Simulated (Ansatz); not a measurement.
Ga₂O₃⁻, relaxed as a doublet with UKS PBE0-D4/def2-SVPD in Ansatz, starting from the GFN2-xTB geometry. Force threshold 0.02 eV/Å.

The relaxation made no stability test and no search for a lower SCF solution. The structure comes from a short search, and lower isomers may exist.

Start:

```
atom   x (Å)   y (Å)   z (Å)
 Ga1   1.233  -1.201  -0.765
 Ga2  -0.490   0.476   0.303
  O3  -1.565   1.522   0.971
  O4   0.093   0.041  -1.456
  O5   0.730  -0.838   0.947
```

(1) Estimate the energy that the relaxation releases and the steps that it takes.

(2) Does the start keep its bonding and symmetry?

(3) Predict the relaxed structure.

## Answers

(1) 0.07 eV, in 5 steps; 16 s on 4 threads of Arm Neoverse V2 on a shared host. No frequencies were taken in this run, so the end may be a saddle point.

(2) By distances, no bond broke or formed. The bond that changes most is Ga2–O3, from 1.64 to 1.70 Å (atoms count from 1). The end is the same structure that another start reached, the lowest one found. Point group C2v at the start, C2v at the end, both within 0.05 Å.

(3) 
Cartesian coordinates in Å:
```
Ga 1.2290 -1.1954 -0.7623
Ga -0.4755 0.4630 0.2949
O -1.5904 1.5465 0.9866
O 0.0968 0.0370 -1.4746
O 0.7401 -0.8512 0.9554
```
Bond lengths (bridged metal pairs left out): 5 × Ga–O 1.70 to 1.91 Å.
